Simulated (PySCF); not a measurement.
Vertical excitations of a molecule CH₆ClNO₂Si from PySCF 2.14.0 with TDA-PBE/def2-SVPD, as energy in eV (oscillator strength): 4.57 (0.013), 5.29 (0.019), 5.69 (0.009), 6.14 (0.031), 6.43 (0.028), 6.73 (0.006), 6.82 (0.006), 6.85 (0.028), 6.98 (0.039), 7.06 (0.005). Lowest triplet (TDA): 4.49 eV. Geometry: B3LYP-D3(BJ)/def2-SVP. Other conformers were not sampled.

Which molecule gave these data?
A. NC[Si](O)(O)Cl
B. CO[Si](N)(O)Cl
C. CN[Si](O)(O)Cl

A, NC[Si](O)(O)Cl
